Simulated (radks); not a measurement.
Si, configuration [He] 2s2 2p4 3s2 3p2 4p2 (not the ground configuration). Method: scalar-relativistic Kohn-Sham, Wu-Cohen GGA, spin-polarised, spherical densities, point nucleus; open shells are filled with parallel spins first; computed with a radial shooting solver on a logarithmic mesh with Libxc functionals.

Normalised radial functions P(r) = r R(r), r in bohr:

r,2s down,3p down
0.008077,0.2067,0.0020
0.009254,0.2327,0.0026
0.0106,0.2612,0.0034
0.01215,0.2924,0.0044
0.01392,0.3263,0.0057
0.01594,0.3626,0.0073
0.01827,0.4011,0.0094
0.02093,0.4413,0.0121
0.02398,0.4825,0.0155
0.02747,0.5237,0.0199
0.03147,0.5636,0.0254
0.03606,0.6003,0.0322
0.04131,0.6317,0.0408
0.04733,0.6548,0.0513
0.05422,0.6664,0.0642
0.06212,0.6629,0.0798
0.07117,0.6401,0.0985
0.08154,0.5938,0.1206
0.09342,0.5201,0.1462
0.107,0.4155,0.1752
0.1226,0.2782,0.2075
0.1405,0.1081,0.2421
0.1609,-0.0921,0.2779
0.1844,-0.3162,0.3129
0.2113,-0.5544,0.3444
0.242,-0.7933,0.3692
0.2751,-1.0039,0.3829
0.3152,-1.1953,0.3827
0.3611,-1.3357,0.3630
0.4137,-1.4104,0.3196
0.4739,-1.4109,0.2498
0.543,-1.3370,0.1527
0.6221,-1.1979,0.0303
0.7127,-1.0112,-0.1123
0.8165,-0.8004,-0.2663
0.9355,-0.5909,-0.4205
1.072,-0.4047,-0.5622
1.228,-0.2549,-0.6769
1.407,-0.1462,-0.7520
1.612,-0.0754,-0.7786
1.847,-0.0345,-0.7543
2.116,-0.0138,-0.6831
2.424,-0.0047,-0.5770
2.777,-0.0014,-0.4555
3.181,-0.0003,-0.3366
3.645,-0.0001,-0.2332
4.176,0.0000,-0.1488
4.784,0.0000,-0.0852
5.481,0.0000,-0.0430
6.28,0.0000,-0.0185
7.195,0.0000,-0.0067
8.243,0.0000,-0.0021
9.443,0.0000,-0.0006
10.82,0.0000,-0.0001
12.4,0.0000,0.0000
14.2,0.0000,0.0000
16.27,0.0000,0.0000
18.64,0.0000,0.0000

2s down: eigenvalue -184.58 eV, 1 radial node at r = 0.152 bohr, <r> = 0.542 bohr, 90 % of the charge inside 0.847 bohr. 3p down (empty): eigenvalue -14.740 eV, 1 radial node at r = 0.641 bohr, <r> = 1.92 bohr, 90 % of the charge inside 2.95 bohr.
